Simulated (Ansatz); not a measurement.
Li11⁺, relaxed as a singlet with RKS r2SCAN/def2-SVP in Ansatz, starting from the GFN2-xTB geometry. Force threshold 0.02 eV/Å.

The restricted singlet is unstable towards broken spin symmetry in Hartree–Fock (as tested in another run); at r2SCAN/def2-SVP this wasn't settled. Another isomer (singlet) lies 0.37 eV lower at PBE0/def2-TZVP; other spin states weren't run for this one.

Start:

```xyz
11

Li    0.233   -1.082    1.593
Li    1.371   -1.361    3.758
Li   -3.140   -2.221   -1.324
Li    1.606    3.066   -1.321
Li   -1.608   -2.568    0.938
Li   -2.458   -0.427   -3.166
Li    0.627    0.967   -0.151
Li    2.827    2.426    0.895
Li    2.181    0.492    2.331
Li   -1.114   -0.645   -0.946
Li   -0.525    1.354   -2.607
```

| step | energy (eV) | largest force component (eV/Å) | SCF passes |
| --- | --- | --- | --- |
| 1 | -2239.1198 | 1.284 | 37 |
| 2 | -2239.9443 | 0.732 | 38 |
| 3 | -2240.5390 | 0.460 | 39 |
| 4 | -2240.9230 | 0.274 | 39 |
| 5 | -2241.1550 | 0.143 | 40 |
| 6 | -2241.2760 | 0.074 | 39 |
| 7 | -2241.3363 | 0.068 | 36 |
| 8 | -2241.4066 | 0.101 | 37 |
| 9 | -2241.4908 | 0.142 | 37 |
| 10 | -2241.5802 | 0.167 | 38 |
| 11 | -2241.6730 | 0.182 | 37 |
| 13 | -2241.8655 | 0.189 | 33 |
| 15 | -2242.0292 | 0.151 | 36 |
| 17 | -2242.1474 | 0.086 | 35 |
| 19 | -2242.2878 | 0.075 | 37 |
| 21 | -2242.5301 | 0.149 | 37 |
| 23 | -2242.8190 | 0.173 | 36 |
| 25 | -2242.9940 | 0.148 | 37 |
| 27 | -2243.0988 | 0.082 | 37 |
| 29 | -2243.1636 | 0.056 | 36 |
| 31 | -2243.2094 | 0.088 | 35 |
| 33 | -2243.2317 | 0.042 | 38 |
| 35 | -2243.2373 | 0.007 | 38 |
| 37 | -2243.2381 | 0.005 | 33 |
| 38 | -2243.2386 | 0.005 | 38 |

Force components are those of the run's own axes.

End:

```xyz
11

Li    1.7335   -2.3069    0.9052
Li    1.1263   -0.1137    3.4617
Li   -3.5876   -0.7724   -1.8023
Li    1.7160    0.6918   -1.6794
Li   -1.7445   -0.6859    1.6033
Li   -1.5641    0.0447   -3.9061
Li    0.6498    0.0889    0.7245
Li    0.3589    2.5851    1.5086
Li    3.2251    0.7251    1.4241
Li   -0.5760   -1.4968   -1.2882
Li   -1.3375    1.2400   -0.9515
```

Bonds lost: Li1–Li2, Li1–Li5, Li1–Li9, Li1–Li10, Li3–Li5, Li4–Li8, Li8–Li9 (atoms count from 1). Bonds formed: Li2–Li7, Li5–Li7 (atoms count from 1). Metal–metal contacts that move far: Li6–Li10 2.60 to 3.19 Å, Li2–Li9 2.48 to 3.04 Å, Li3–Li10 2.59 to 3.14 Å, Li6–Li11 2.69 to 3.20 Å.

The force fell under the threshold at step 35, but the optimiser went on. No frequencies were taken in this run, so the end may be a saddle point.

Hardware: 4 threads of Arm Neoverse V1 on a shared host. Wall time 2.4 min.
